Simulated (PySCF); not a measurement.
Compound: C5H11NO.
Numbering: `[CH3:1][CH2:2][CH2:3][NH:4][C:5]([CH3:6])=[O:7]` (hydrogens: H8, H9, H10 on C1; H11, H12 on C2; H13, H14 on C3; H15 on N4; H16, H17, H18 on C6)

The same species was optimised twice, with GFN2-xTB and with PBE0-D3(BJ)/def2-SVP (PySCF), and the same property calculations (PySCF, gas phase) were run on both structures.

```tsv
coordinate	GFN2-xTB	PBE0-D3(BJ)/def2-SVP	change
N4–C5 (Å)	1.354	1.365	+0.011
C2–C3 (Å)	1.530	1.525	-0.005
C1–C2 (Å)	1.523	1.520	-0.003
C5=O7 (Å)	1.211	1.215	+0.004
C5–C6 (Å)	1.517	1.514	-0.003
C3–N4 (Å)	1.444	1.442	-0.002
C1–C2–C3 (°)	111.9	113.4	+1.5
C2–C3–N4 (°)	112.1	113.5	+1.4
N4–C5–C6 (°)	113.3	114.4	+1.1
C6–C5–O7 (°)	123.6	122.7	-0.9
C3–N4–C5 (°)	123.2	122.7	-0.5
N4–C5–O7 (°)	123.0	122.9	-0.1
C1–C2–C3–N4 (°)	64	61	-3
C2–C3–N4–C5 (°)	-115	-111	+4
C3–N4–C5–C6 (°)	177	178	+1
```

Rotational constants: A = 4666, B = 1475, C = 1453 MHz (GFN2-xTB) against A = 4639, B = 1491, C = 1442 MHz (PBE0-D3(BJ)/def2-SVP). Point groups within 0.08 Å: C1 and C1.

On the GFN2-xTB structure: HOMO (eV) -7.20 [PBE0/pcSseg-1]; LUMO (eV) 0.90 [PBE0/pcSseg-1]; dipole (D) 3.76 [PBE0/pcSseg-1]; GIAO shielding of C1 (ppm) 174.1 [PBE0/pcSseg-1]; GIAO shielding of C2 (ppm) 158.2 [PBE0/pcSseg-1]; GIAO shielding of C3 (ppm) 145.2 [PBE0/pcSseg-1]; GIAO shielding of N4 (ppm) 133.7 [PBE0/pcSseg-1]; GIAO shielding of C5 (ppm) 17.7 [PBE0/pcSseg-1]; GIAO shielding of C6 (ppm) 162.7 [PBE0/pcSseg-1]; GIAO shielding of O7 (ppm) -84.5 [PBE0/pcSseg-1].

Question: What do these properties become on the PBE0-D3(BJ)/def2-SVP structure?

Answer: 
```
                                    property          level  on GFN2-xTB  on PBE0-D3(BJ)/def2-SVP  change
                                   HOMO (eV)  PBE0/pcSseg-1        -7.20                    -7.21   -0.01
                                   LUMO (eV)  PBE0/pcSseg-1         0.90                     0.82   -0.08
                                  dipole (D)  PBE0/pcSseg-1         3.76                     3.70   -0.06
energy, GFN2-xTB geometry as zero (kcal/mol)  PBE0/pcSseg-1          0.0                     -0.5    -0.5
                  GIAO shielding of C1 (ppm)  PBE0/pcSseg-1        174.1                    172.4    -1.7
                  GIAO shielding of C2 (ppm)  PBE0/pcSseg-1        158.2                    157.1    -1.1
                  GIAO shielding of C3 (ppm)  PBE0/pcSseg-1        145.2                    145.1    -0.1
                  GIAO shielding of N4 (ppm)  PBE0/pcSseg-1        133.7                    133.3    -0.4
                  GIAO shielding of C5 (ppm)  PBE0/pcSseg-1         17.7                     15.6    -2.1
                  GIAO shielding of C6 (ppm)  PBE0/pcSseg-1        162.7                    161.0    -1.7
                  GIAO shielding of O7 (ppm)  PBE0/pcSseg-1        -84.5                    -94.3    -9.8
```

The heavy atoms differ by 0.041 Å rms after alignment. Among bonds between heavy atoms N4–C5 changes most (+0.011 Å). Changes are differences of the printed values. Neither structure is proved a minimum here.

The values belong to the conformer `[CH3:1][CH2:2][CH2:3][NH:4][C:5]([CH3:6])=[O:7]`: C1–C2–C3–N4 61°, C2–C3–N4–C5 -111°, C3–N4–C5–C6 178°.
